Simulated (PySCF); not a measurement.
# Predicted spectroscopic data

Method: GFN2-xTB geometry, shieldings: GIAO PBE0/pcSseg-1, in PySCF 2.14.0 with density-fitted response routines (relativity neglected, a single conformation, equivalent nuclei averaged, no solvent).

Scale: ¹H and ¹³C against TMS (reference shieldings calculated alike). Splittings of carbon signals by F and P are missing where no couplings were computed. Where no couplings were computed, multiplicities follow the n + 1 count of equivalent neighbours, and m marks all less simple cases (inequivalent or close neighbours, rings, F or P nearby). Shifts are as computed. Against solution values, carbons near 30 ppm lie about +3 ppm off and those near 130 ppm about +5 ppm; carbons on Cl a further +6 ppm. Of 1211 compounds with measured shifts, 218 miss one by over three times the rms of a fit or turn the order of signals round; such compounds aren't used in these exercises. Carbons bonded to Cl come out too deshielded. OH and NH positions are gas-phase values without hydrogen bonding to other molecules.

**1.** SMILES CNP(C)C(C)=O, C4H10NOP. ¹H NMR (400 MHz, computed): δ 2.70 (m, 3H), 2.33 (m, 3H), 1.60 (br s, 1H), 1.13 (m, 3H). ¹³C{¹H} NMR (computed): δ 235.8 (C), 36.7 (CH3), 32.3 (CH3), 22.4 (CH3).

**2.** `InChI=1S/C8H12O/c1-6-4-5-8(6)7(2)9-3/h1,4-5H2,2-3H3/b8-7-`. ¹H NMR (400 MHz, computed): δ 5.42 (br s, 1H), 5.04 (br s, 1H), 3.87 (s, 3H), 2.58 (m, 2H), 2.53 (m, 2H), 1.95 (s, 3H). ¹³C{¹H} NMR (computed): δ 154.6 (C), 151.0 (C), 119.5 (C), 110.9 (CH2), 55.1 (CH3), 27.4 (CH2), 25.1 (CH2), 14.6 (CH3).

**3.** SMILES O=C(Cl)c1ccccc1F, C7H4ClFO. ¹H NMR (400 MHz, computed): δ 8.53 (m, 1H), 7.92 (m, 1H), 7.54 (m, 1H), 7.50 (m, 1H). ¹³C{¹H} NMR (computed): δ 173.9, 173.4, 143.8, 140.8, 129.4, 124.5, 124.2.

**4.** SMILES C1[C@@H]2CC[C@](C)(C1=O)C2, C8H12O. ¹H NMR (400 MHz, computed): δ 2.38 (m, 1H), 2.23 (m, 1H), 1.98 (m, 1H), 1.95 (m, 1H), 1.52 (m, 1H), 1.49 (m, 1H), 1.41 (m, 1H), 1.35 (m, 1H), 1.34 (m, 1H), 1.20 (s, 3H). ¹³C{¹H} NMR (computed): δ 222.0 (C), 56.0 (C), 48.9 (CH2), 46.0 (CH2), 37.4 (CH), 34.1 (CH2), 32.5 (CH2), 17.1 (CH3).
